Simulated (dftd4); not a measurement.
dftd4 was given this input:
```
$ dftd4 mol.xyz --func revpbe --charge -1 --json dftd4.json --noedisp --property

# file mol.xyz
9

C      1.16640000     0.05490000    -0.08030000
O     -0.03540000     0.25290000    -0.77830000
C     -1.17010000    -0.02840000    -0.00110000
H      1.26910000    -0.98730000     0.24800000
H      1.22750000     0.70680000     0.80050000
H      1.97150000     0.29950000    -0.76960000
H     -1.17600000    -1.07450000     0.33100000
H     -2.03540000     0.15660000    -0.63370000
H     -1.21760000     0.61960000     0.88340000
```

What does this run give for the dispersion energy, partial charges in atom order?


| Property | Result |
|---|---|
| dispersion energy | -12.46 kcal/mol |
| partial charges in atom order | C1 -0.24, O2 -0.48, C3 -0.24, H4 -0.01, H5 -0.01, H6 -0.01, H7 -0.01, H8 -0.01, H9 -0.01 |
